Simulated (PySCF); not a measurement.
## Fine-structure interval along the 5-electron series

Calculated with PySCF 2.14 and a two-component X2C-1e Hamiltonian (Gaussian nucleus, no Breit or QED terms), each ion in its own even-tempered basis scaled to its charge; GMP2 freezes nothing and drops the highest virtual spinors. Values in cm⁻¹.

| ion | configuration | GHF (screened spin-orbit) | GMP2 (screened spin-orbit) | GHF (bare spin-orbit) |
| --- | --- | --- | --- | --- |
| N²⁺ | [He] 2s2 2p1 | 1065.6 | 153.53 | 1140.5 |
| F⁴⁺ | [He] 2s2 2p1 | 1653.7 | 751.17 | 1880.5 |

Task: Fill in the row of O³⁺.

Result: configuration: [He] 2s2 2p1; GHF (screened spin-orbit): 1288.8; GMP2 (screened spin-orbit): 375.24; GHF (bare spin-orbit): 1425.7.
